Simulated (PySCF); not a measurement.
**Vertical excitation energies**

SnH2(OiPr)2, C₆H₁₆O₂Sn.
Structure used (PBE0-D3(BJ)/def2-SVP), in Å, numbered top down from 1:
```xyz
25
C6H16O2Sn angstrom
Sn     1.6818   -0.0071    1.2283
H      1.5414    0.3608    2.8898
H      3.2334   -0.3587    0.6113
O      1.0310    1.4328    0.0281
C     -0.2931    1.9222    0.1165
C     -0.6869    2.4215   -1.2620
C     -0.3907    3.0120    1.1729
H     -0.9895    1.1034    0.3950
H     -0.0072    3.2287   -1.5767
H     -1.7182    2.8065   -1.2686
H     -0.6125    1.6080   -1.9985
H     -0.1185    2.6247    2.1676
H      0.2982    3.8352    0.9266
H     -1.4120    3.4180    1.2385
O      0.3611   -1.4682    0.9815
C     -0.0036   -1.9241   -0.3059
C     -1.4142   -2.4761   -0.2091
C      0.9873   -2.9622   -0.8088
H     -0.0155   -1.0785   -1.0252
H     -1.4421   -3.3086    0.5112
H     -1.7685   -2.8426   -1.1848
H     -2.1052   -1.6971    0.1451
H      2.0007   -2.5365   -0.8857
H      1.0267   -3.8136   -0.1114
H      0.7061   -3.3366   -1.8051
```

Computed with PySCF, TDDFT B3LYP/def2-SVPD, vertical, gas phase, core orbitals frozen in the response, def2 core potentials past Kr. Spin–orbit coupling is left out.

Task: List the vertical singlet excitations with oscillator strengths and describe the spectrum.

Result: 

```csv
state,E (eV),E (hartree),f,"main configurations (H = HOMO, L = LUMO)"
S1,5.60,0.2058,0.017,H→L (92%)
S2,5.66,0.2081,0.021,"H-1→L (82%), H→L+1 (14%)"
S3,6.03,0.2216,0.0006,H-1→L+1 (83%)
S4,6.05,0.2223,0.0078,"H-2→L (48%), H→L+1 (36%), H-1→L+1 (8%)"
S5,6.20,0.2278,0.040,"H→L+1 (35%), H-2→L (33%), H-1→L+2 (14%)"
S6,6.33,0.2327,0.0044,"H→L+2 (83%), H-2→L+1 (12%)"
S7,6.42,0.2359,0.016,"H-2→L+1 (82%), H→L+2 (10%)"
S8,6.46,0.2373,0.040,H-1→L+2 (80%)
S9,6.69,0.2458,0.056,"H-3→L (56%), H-2→L+2 (35%)"
S10,6.70,0.2462,0.036,"H-2→L+2 (59%), H-3→L (32%)"
```

Triplets, Tamm–Dancoff:

```csv
state,E (eV),λ (nm),"main configurations (H = HOMO, L = LUMO)"
T1,5.22,237.7,"H→L (53%), H-1→L (26%)"
T2,5.23,236.9,"H-1→L (51%), H→L (28%)"
T3,5.50,225.6,"H-2→L (72%), H→L+1 (11%)"
T4,5.83,212.8,"H-1→L+1 (63%), H-3→L (20%)"
```

The lowest singlet lies at 5.60 eV (221 nm, ultraviolet) and is weak; its leading configuration is HOMO→LUMO (92%). The strongest level in the table is S9 at 6.69 eV (185 nm, f = 0.056). Löwdin shares by element: HOMO oxygen 63%, carbon 13% or more (atoms not listed hold the other 24%); LUMO hydrogen 43% or more, tin 25%, oxygen 11% or more (atoms not listed hold the other 21%). Orbital energies (eV): HOMO-3 -8.16, HOMO-2 -7.70, HOMO-1 -7.41, HOMO -7.35, LUMO -0.69, LUMO+1 -0.40, LUMO+2 -0.11. The listed states span 1.10 eV, and the widest gap between neighbours is 0.37 eV (S2 to S3). Only the lowest 10 singlets were computed, as vertical energies without vibronic structure.

On one thread, Arm Neoverse V1 (aarch64), on a shared host, this took 3.7 min wall (with the writing of density and orbital grids) and 1.5 GiB of memory at its peak.

One conformer stands for the species.
